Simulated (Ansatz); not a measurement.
Process, species as SMILES: [Si]Cl (Si-Cl) → Cl atom + Si atom
B3LYP-D3(BJ)/def2-TZVP geometries, fixed; electronic energies without zero-point terms.

Basis-set convergence of the atomisation energy at PBE with Ansatz (an electronic-structure program). Cartesian d functions, on some or all atoms, in 6-311G**, 6-311+G**; all else is spherical. The program fits the integrals of some runs and decomposes those of others, by size. Open shells are unrestricted. No added dispersion term, no relativity. Functions are those of the species that has most. Reference: the value in aug-cc-pV(5+d)Z, 106.21 kcal/mol, itself unsure by roughly 0.04 kcal/mol (its mean distance from pcseg-4, aug-pcseg-3, aug-cc-pV(Q+d)Z). Deviations are taken from unrounded values.

```csv
basis,functions,atomisation energy (kcal/mol)
def2-SVP,36,104.45
def2-SVPD,51,104.15
pcseg-1,36,101.37
aug-pcseg-1,54,102.99
cc-pV(D+d)Z,46,104.03
aug-cc-pV(D+d)Z,64,104.47
6-311G**,54,100.71
6-311+G**,62,101.13
pcseg-2,68,104.46
aug-pcseg-2,100,105.76
def2-TZVP,74,106.16
def2-TZVPD,89,106.18
cc-pV(T+d)Z,78,106.14
aug-cc-pV(T+d)Z,110,106.07
def2-TZVPP,84,106.20
def2-TZVPPD,99,106.20
cc-pV(Q+d)Z,128,106.18
aug-cc-pV(Q+d)Z,178,106.21
pcseg-3,128,106.08
aug-pcseg-3,178,106.14
def2-QZVPP,140,106.10
def2-QZVPPD,155,106.11
cc-pV(5+d)Z,200,106.20
aug-cc-pV(5+d)Z,272,106.21
```

What the diffuse functions change, pair by pair:
- def2-SVP to def2-SVPD: 15 more functions, deviation -1.76 to -2.06 kcal/mol
- pcseg-1 to aug-pcseg-1: 18 more functions, deviation -4.85 to -3.23 kcal/mol
- cc-pV(D+d)Z to aug-cc-pV(D+d)Z: 18 more functions, deviation -2.18 to -1.74 kcal/mol
- 6-311G** to 6-311+G**: 8 more functions, deviation -5.51 to -5.09 kcal/mol
- pcseg-2 to aug-pcseg-2: 32 more functions, deviation -1.76 to -0.45 kcal/mol
- def2-TZVP to def2-TZVPD: 15 more functions, deviation -0.05 to -0.04 kcal/mol
- cc-pV(T+d)Z to aug-cc-pV(T+d)Z: 32 more functions, deviation -0.08 to -0.15 kcal/mol
- def2-TZVPP to def2-TZVPPD: 15 more functions, deviation -0.01 to -0.01 kcal/mol
- cc-pV(Q+d)Z to aug-cc-pV(Q+d)Z: 50 more functions, deviation -0.04 to -0.01 kcal/mol
- pcseg-3 to aug-pcseg-3: 50 more functions, deviation -0.13 to -0.07 kcal/mol
- def2-QZVPP to def2-QZVPPD: 15 more functions, deviation -0.11 to -0.10 kcal/mol
- cc-pV(5+d)Z to aug-cc-pV(5+d)Z: 72 more functions, deviation -0.02 to 0.00 kcal/mol

Leaving out the reference's own pair, they bring the value nearer the reference by more than 0.04 kcal/mol in 5 of 11 pairs.
